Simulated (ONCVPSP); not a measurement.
## What the settings do to the ONCV potential of tungsten

Base potential:

```json
{
  "Element": "tungsten",
  "Generator": "ONCVPSP 4.0.1",
  "Type": "optimised norm-conserving Vanderbilt (ONCV)",
  "Functional": "LDA (Perdew-Wang 92)",
  "Relativity": "scalar-relativistic",
  "Frozen core": "[Kr] 4d10 4f14",
  "Valence charge": "14",
  "Reference configuration": "5s2 5p6 5d4 6s2",
  "Partial waves": "5s+6s: rc 1.70 bohr, ncon 5, nbas 8, qcut 7.3 1/bohr, 2 projectors; 5p: rc 2.10 bohr, ncon 3, nbas 6, qcut 6.8 1/bohr, 1 projector; 5d: rc 2.60 bohr, ncon 4, nbas 9, qcut 6.2 1/bohr, 3 projectors, debl 2.3 Ha",
  "Local potential": "polynomial inside 1.65 bohr (lpopt 5, dvloc0 0 Ha)",
  "Core correction": "Teter function, fcfact 2, rcfact 1.6"
}
```

Cutoffs, loose and tight: the cutoffs (Ha) at which the residual kinetic energy of the hardest occupied pseudo-wave falls to 1 and 0.1 mHa per electron. They do not see the model core or the augmentation charge, which bear on the density cutoff. Test errors are all-electron minus pseudo excitation energies from the reference, over the configurations 5s2 5p6 5d4 6s1; 5s2 5p6 5d4 6s0; 5s2 5p6 5d3 6s0; 5s2 5p6 5d5 6s1. A dash means not determined; rows that change the core or the reference have their own tests.

```json
{"change": "base", "outcome": "generated", "cutoff, loose": "22 Ha", "cutoff, tight": "27 Ha", "bound ghosts": "none", "GHOST(+) flags above zero": "s", "largest test error (meV)": "-13"}
{"change": "d: rc 1.76", "outcome": "generated", "cutoff, loose": "22 Ha", "cutoff, tight": "27 Ha", "bound ghosts": "none", "GHOST(+) flags above zero": "s", "largest test error (meV)": "-15"}
{"change": "d: rc 2.14", "outcome": "generated", "cutoff, loose": "22 Ha", "cutoff, tight": "27 Ha", "bound ghosts": "none", "GHOST(+) flags above zero": "s", "largest test error (meV)": "-10"}
{"change": "d: rc 2.54", "outcome": "generated", "cutoff, loose": "22 Ha", "cutoff, tight": "27 Ha", "bound ghosts": "none", "GHOST(+) flags above zero": "s", "largest test error (meV)": "-13"}
{"change": "d: rc 2.86", "outcome": "generated", "cutoff, loose": "22 Ha", "cutoff, tight": "27 Ha", "bound ghosts": "none", "GHOST(+) flags above zero": "s", "largest test error (meV)": "-9.2"}
{"change": "d: rc 3.14", "outcome": "generated", "cutoff, loose": "22 Ha", "cutoff, tight": "27 Ha", "bound ghosts": "none", "GHOST(+) flags above zero": "s", "largest test error (meV)": "-8.4"}
{"change": "d: rc 3.44", "outcome": "generated", "cutoff, loose": "22 Ha", "cutoff, tight": "27 Ha", "bound ghosts": "none", "GHOST(+) flags above zero": "s", "largest test error (meV)": "+17"}
{"change": "d: rc 3.72", "outcome": "generated", "cutoff, loose": "22 Ha", "cutoff, tight": "27 Ha", "bound ghosts": "none", "GHOST(+) flags above zero": "s", "largest test error (meV)": "+34"}
```

Reading the sweep of the d radius (base included, trends over the rows without a ghost): The loose cutoff stays near 22 Ha. The median size of the test errors (rows with all tests solved) is not monotonic: lowest 4.8 meV at 2.86 bohr, highest 23.9 meV at 3.72 bohr.
